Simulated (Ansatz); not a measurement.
```yaml
crystal:
  periodic: [false, false, false]
  atoms:
    - {symbol: C, position_ang: [0.484732, 1.986008, -0.784743]}
    - {symbol: Si, position_ang: [0.883658, 0.332244, -0.042914]}
    - {symbol: O, position_ang: [-0.507774, -0.511537, 0.160893]}
    - {symbol: Si, position_ang: [-1.176851, -1.908201, 0.676313]}
    - {symbol: H, position_ang: [-0.003087, 1.869754, -1.755215]}
    - {symbol: H, position_ang: [1.399197, 2.567554, -0.930113]}
    - {symbol: H, position_ang: [-0.180824, 2.555055, -0.131659]}
    - {symbol: H, position_ang: [1.551883, 0.495230, 1.278118]}
    - {symbol: H, position_ang: [1.794116, -0.438771, -0.934438]}
    - {symbol: H, position_ang: [-2.644081, -1.823244, 0.475547]}
    - {symbol: H, position_ang: [-0.886454, -2.121115, 2.119121]}
    - {symbol: H, position_ang: [-0.637415, -3.058278, -0.096809]}
basis:
  gaussian: {orbitals: aug-cc-pVDZ}
magnetization: {spin_polarized: true, initial_magnetization: 2}
hamiltonian: {xc: {name: BLYP}, dispersion: d3bjatm}
output: {forces: true}
```

```sh
$ ansatz run in.yaml --threads 2 --pin off --events-out ev --progress --plain --max-ram 32768MiB --backend cpu
```

It prints (some lines left out):

```
Functional definition: BLYP
1587 factors; their error is unknown
mean field evaluation 1: about -18946.2575 eV, gradient 6.3e1 eV
mean field evaluation 2: about -18847.2136 eV, gradient 1.4e2 eV
mean field evaluation 4: about -18957.1350 eV, gradient 3.1e1 eV
mean field evaluation 8: about -18963.5529 eV, gradient 5.1e0 eV
mean field evaluation 16: about -18963.8920 eV, gradient 1.2e-1 eV
mean field evaluation 32: about -18963.8157 eV, gradient 2.7e-5 eV
mean field -18963.81565007 eV, -696.9073710040 hartree, gradient 2.4e-6 eV, S^2 2.003113; 10 other end points of the search recorded, 0 dependent functions left out
reference -18963.81620617 eV, -696.9073914404 hartree; 26, 24 occupied and 146, 148 virtual orbitals, 1587 factors
Total energy: -18964.32001996 eV, -696.9259062559 hartree
Atom 0 at     0.484732     1.986008    -0.784743 Å, force     0.103534     0.115787    -0.035398 eV/Å
Atom 1 at     0.883658     0.332244    -0.042914 Å, force     1.979435     1.852425    -0.571585 eV/Å
Atom 2 at    -0.507774    -0.511537     0.160893 Å, force    -0.870080     1.252358    -0.616206 eV/Å
Atom 3 at    -1.176851    -1.908201     0.676313 Å, force    -2.550442    -2.659831     0.825529 eV/Å
Atom 4 at    -0.003087     1.869754    -1.755215 Å, force    -0.239518    -0.008403    -0.350632 eV/Å
Atom 5 at     1.399197     2.567554    -0.930113 Å, force     0.321841     0.275809    -0.081067 eV/Å
Atom 6 at    -0.180824     2.555055    -0.131659 Å, force    -0.299714     0.225285     0.199646 eV/Å
Atom 7 at     1.551883     0.495230     1.278118 Å, force     0.322487    -0.188238     0.477333 eV/Å
Atom 8 at     1.794116    -0.438771    -0.934438 Å, force     0.389291    -0.444767    -0.129820 eV/Å
Atom 9 at    -2.644081    -1.823244     0.475547 Å, force    -0.103310     0.132518    -0.064218 eV/Å
Atom 10 at    -0.886454    -2.121115     2.119121 Å, force     0.431665    -0.122505     0.537608 eV/Å
Atom 11 at    -0.637415    -3.058278    -0.096809 Å, force     0.514811    -0.430439    -0.191190 eV/Å
Dipole moment:     0.308526     0.300565    -0.092207 e Å
```

Run time 69 s (2 threads of a server CPU on a shared host); peak host memory 0.67 GiB.
